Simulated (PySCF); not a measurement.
Basis and Hamiltonian dependence of the excitation energy of V⁺

V⁺ [Ar] 3d4 (5D) → V⁺ [Ar] 3d3 4p1 (high-spin determinant). All values are computed (PySCF 2.14, energy differences of UHF-based or UKS calculations, no spin-orbit coupling). Values in eV.

```
                                                               basis       Hamiltonian  functions    UHF  r2SCAN   PBE0  MP2 (valence)  CCSD(T) (valence)  CCSD(T) (valence and next inner shell)
                                                        ANO-RCC-VTZP     spin-free X2C         59  3.462   4.264  4.427          4.040              4.045                                   4.319
                                                      aug-cc-pVDZ-DK     spin-free X2C         59  3.511   4.267  4.440          4.049                n/a                                     n/a
                                                         aug-cc-pVDZ  non-relativistic         59  3.644     n/a    n/a          4.180              4.189                                     n/a
                                                        x2c-TZVPPall     spin-free X2C         64  3.474     n/a  4.424          4.031              4.034                                   4.326
                                                         def2-TZVPPD  non-relativistic         67  3.594     n/a  4.550          4.152              4.158                                   4.450
                                                         def2-QZVPPD  non-relativistic         93  3.583     n/a  4.562          4.170              4.174                                   4.490
                                                         aug-cc-pVTZ  non-relativistic         93  3.594     n/a  4.556          4.158              4.162                                     n/a
                                                        x2c-QZVPPall     spin-free X2C         96  3.453     n/a  4.437          4.040              4.042                                   4.356
                                                          dyall-av2z     spin-free X2C        101  3.477     n/a    n/a          4.006              4.010                                     n/a
                                                          dyall-av2z  non-relativistic        101  3.607     n/a  4.564          4.135              4.141                                     n/a
 aug-cc-pVTZ with one added diffuse shell each of s, p, d, f, g type  non-relativistic        118  3.594     n/a  4.556          4.158                n/a                                     n/a
x2c-QZVPPall with one added diffuse shell each of s, p, d, f, g type     spin-free X2C        121  3.453     n/a  4.435          4.040                n/a                                     n/a
                                                      aug-cc-pVQZ-DK     spin-free X2C        140  3.454     n/a  4.427          4.046                n/a                                     n/a
```

Task: Estimate the row for aug-cc-pwCVTZ (non-relativistic, 127 functions).

Result: From the rows with the same Hamiltonian and similar size; the calculation gives UHF 3.59; PBE0 4.56; MP2 (valence) 4.18 (eV).

Frozen in the all-electron rows: valence and next inner shell: [Ne]; valence: [Ar].

One determinant mixes LS terms of the configuration, so the numbers do not refer to single terms. Non-relativistic rows lack the scalar-relativistic shift.
